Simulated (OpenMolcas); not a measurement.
N3+: effect of the IPEA shift

```json
{
  "Program": "OpenMolcas 26.06",
  "Basis": "ANO-RCC-VTZP [4s3p2d1f]",
  "Scalar Hamiltonian": "DKH2, point nucleus",
  "Active space": "2 electrons in 4 orbitals (2s 2p)",
  "State averaging": "2S+1 = 3 even, 3 roots; 2S+1 = 1 even, 7 roots; 2S+1 = 3 odd, 3 roots; 2S+1 = 1 odd, 3 roots",
  "Spin-orbit coupling": "state interaction with AMFI integrals over the reference wave functions, term energies averaged over their components"
}
```

Methods on the same reference wave functions:
A. CASSCF
B. MS-CASPT2, IPEA 0 Eh, imaginary shift 0.1 Eh (closed shells correlated: 1s)
C. MS-CASPT2, IPEA 0.25 Eh, imaginary shift 0.1 Eh (closed shells correlated: 1s)

Energies in cm⁻¹ above 2s² ¹S₀, the measured ground level; measured values from Moore, Selected Tables of Atomic Spectra, NSRDS-NBS 3, section 4.

```csv
Level,A,B,C,Measured
2s² ¹S₀,0.0,0.0,0.0,0.0
2s 2p ³P°₀,68012,67200,67241,67209
2s 2p ³P°₁,68083,67270,67311,67272
2s 2p ³P°₂,68223,67411,67451,67416
2s 2p ¹P°₁,142235,132624,132940,130694
2p² ³P₀,177652,175851,175926,175535
2p² ³P₁,177721,175921,175995,175608
2p² ³P₂,177858,176057,176132,175733
2p² ¹D₂,199429,190204,190557,188882
2p² ¹S₀,249382,237380,237641,235369
```

Deviations, from unrounded energies. A percentage is the sum of absolute deviations over the sum of measured energies, with the sign that they share, or ± where signs differ.

```
           Against measurement  Levels     A     B     C
mean absolute deviation (cm-1)       9  5000   690   830
      other configurations (%)       9  +3.5  ±0.5  +0.6
```

B lies closest to measurement on these levels and A furthest from it. The largest miss of B in the table is 2p² ¹S₀, by +2000 cm-1. The ranking rests on the paired levels alone, and a cruder setting can come out closer through cancelling errors.

Between B and C the level of the table that moves most is 2p² ¹D₂, by 350 cm-1 (lowest in B, highest in C).

The lowest spin-free term lies below A's lowest term by 0.008 hartree in B, 0.008 hartree in C.

Computed and measured levels are paired by configuration, term and J; levels that our copy of the source lacks, or whose pairing is in doubt (as where it misses far off the trend of its configuration), stay unpaired and out of the deviations. Levels of configurations outside the active space are missing.

° marks odd parity.
